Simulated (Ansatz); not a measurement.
`CC[P+](CC)(CC)[In-]([Cl])([Cl])[Cl]`, relaxed with RKS PBE0-D4/def2-TZVP in Ansatz 0.2.0 from a GFN2-xTB geometry. The force threshold is 0.005 eV/Å; the program also tests the step.

Charge 0, multiplicity 1. In takes the def2 core potential.

Start:

```xyz
26

C    -2.689    0.511   -0.441
C    -1.683    0.573    0.702
P    -0.041   -0.047    0.150
C    -0.153   -1.869    0.375
C     1.009   -2.570   -0.317
C     1.118    0.504    1.469
C     1.575    1.935    1.212
In    0.644    0.716   -2.346
Cl   -0.652   -0.699   -3.654
Cl    2.929    0.308   -2.397
Cl    0.030    2.955   -2.377
H    -2.796   -0.507   -0.816
H    -3.665    0.859   -0.111
H    -2.356    1.145   -1.265
H    -1.556    1.609    1.030
H    -2.011   -0.028    1.557
H    -1.099   -2.199   -0.063
H    -0.169   -2.086    1.449
H     0.994   -2.350   -1.385
H     1.965   -2.238    0.087
H     0.937   -3.648   -0.186
H     0.611    0.415    2.436
H     1.979   -0.169    1.460
H     2.252    2.267    1.996
H     2.098    1.993    0.256
H     0.727    2.619    1.178
```

Task: By how much does the energy fall, and how many steps does the optimiser take? (An estimate is asked.)

Result: The calculation gave: 12.49 kJ/mol, in 17 steps, 1 of them rejected.

Task: Which bonds change most? (Estimate.)

Result: Computed: P3–In8 from 2.697 to 2.577 Å; In8–Cl11 from 2.322 to 2.350 Å; In8–Cl10 from 2.322 to 2.350 Å; In8–Cl9 from 2.322 to 2.350 Å.

Task: Give the relaxed structure. (Best estimate.)

Result: The calculation gave: 
```xyz
26

C    -2.742    0.447   -0.340
C    -1.588    0.743    0.608
P    -0.024   -0.026    0.086
C    -0.248   -1.828    0.200
C     0.987   -2.610   -0.225
C     1.237    0.436    1.313
C     1.540    1.928    1.323
In    0.649    0.704   -2.292
Cl   -0.380   -0.924   -3.639
Cl    2.996    0.611   -2.214
Cl   -0.269    2.862   -2.442
H    -2.968   -0.619   -0.391
H    -3.643    0.961    0.000
H    -2.524    0.797   -1.351
H    -1.399    1.819    0.642
H    -1.809    0.414    1.629
H    -1.088   -2.071   -0.456
H    -0.549   -2.072    1.225
H     1.266   -2.379   -1.255
H     1.845   -2.400    0.415
H     0.786   -3.681   -0.169
H     0.904    0.085    2.296
H     2.136   -0.127    1.050
H     2.325    2.143    2.051
H     1.894    2.266    0.347
H     0.666    2.522    1.592
```
